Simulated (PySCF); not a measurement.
Work out the structure from these simulated measurements.

Formula: C2H12N4Si3.

- 1H NMR: chemical shifts (computed TMS as zero) by class: 8.44 (1 H), 5.38 (2 H), 5.32 (1 H), 5.25 (2 H), 3.67 (3 H), 1.41 (2 H), 0.62 (1 H) ppm [GIAO PBE0/pcSseg-1]
- Rotational structure: rotational constants A, B, C: 1.817, 0.599, 0.488 GHz [PBE0-D3(BJ)/def2-SVP]
- Valence photoelectron: vertical ionisation energy: 9.01 eV [ΔSCF wB97X-D/def2-SVPD]
- XPS: Si2p3/2 106.7, Si2p3/2 106.9 (×2), C1s 291.0, C1s 291.5, N1s 403.5 (×2), N1s 404.0, N1s 404.8, Si1s 1846.7, Si1s 1846.8 (×2) eV [ΔSCF SCAN, pcX-2 on the ionised atom, pcseg-1 elsewhere, spin-free X2C, 2p3/2 from a spin–orbit splitting computed afterwards within the 2p shell]
- 13C NMR: chemical shifts (computed TMS as zero) by class: 181.1 (1 C), 56.8 (1 C) ppm [GIAO PBE0/pcSseg-1]
- Polarisability: 127.9 au [wB97X-D/def2-SVPD]
- Dipole: 2.05 D [wB97X-D/def2-SVPD]
- UV, first state: lowest singlet excitation: 4.49 eV (276 nm, f = 0.002) [TDDFT wB97X-D/def2-SVPD]

Gas-phase values; electronic properties from PySCF, density fitting. Levels stand in brackets. The structure is a single PBE0-D3(BJ)/def2-SVP conformer in the gas phase; no vibrational or solvent corrections. NMR values are class means; diastereotopic atoms form classes of their own.

**Question.** Give a SMILES that accounts for the data.

**Answer.** Numbering: `[CH3:1]/[N:2]=[CH:3]/[SiH:4]1[NH:5][SiH2:6][NH:7][SiH2:8][NH:9]1`. Its formula, C2H12N4Si3, gives 2 degrees of unsaturation: 1 ring and 1 π bond in the structure found. 2 carbons fall into 2 classes; from least to most shielded: C=N carbon [C3] (181.1 ppm), N-methyl carbon [C1] (56.8 ppm). Hydrogen classes from least to most shielded: 1 H on a C=N carbon, C3 (8.44 ppm), 2 H on 2 SiH2 silicons, Si6/Si8 (5.38 ppm), 1 H on an SiH silicon, Si4 (5.32 ppm), 2 H on 2 SiH2 silicons, Si6/Si8 (5.25 ppm), 3 H on an N-methyl carbon, C1 (3.67 ppm, a mean of values up to 1.2 ppm apart in this geometry), 2 H on 2 like atoms (nitrogen bridging silicon atoms), N5/N9 (1.41 ppm, a mean of values up to 1.7 ppm apart in this geometry), 1 H on a nitrogen bridging silicon atoms, N7 (0.62 ppm). The core levels belong to: Si2p3/2 106.7 eV, SiH silicon [Si4]; Si2p3/2 106.9 eV, SiH2 silicon [Si6/Si8]; C1s 291.0 eV, C=N carbon [C3]; C1s 291.5 eV, N-methyl carbon [C1]; N1s 403.5 eV, nitrogen bridging silicon atoms [N5/N9]; N1s 404.0 eV, nitrogen bridging silicon atoms [N7]; N1s 404.8 eV, C=N nitrogen [N2]; Si1s 1846.7 eV, SiH silicon [Si4]; Si1s 1846.8 eV, SiH2 silicon [Si6/Si8]. One atom of each topological class was ionised and stands for its class. The hole state at 404.8 eV has ⟨S²⟩ = 0.84 against 0.75, so that value is less sure. The hole state at 291.0 eV has ⟨S²⟩ = 0.83 against 0.75, so that value is less sure. The first electron is taken from the HOMO, whose largest Löwdin shares are 0.40 on a nitrogen bridging silicon atoms, 0.22 on a nitrogen bridging silicon atoms, 0.09 on an SiH2 silicon and 0.05 on an Si–H hydrogen. The optimised geometry has point group C1 and is an asymmetric top. Structure: `C/N=C/[SiH]1N[SiH2]N[SiH2]N1`. The assignments are read from this structure; whether some other isomer fits the data as well wasn't checked.
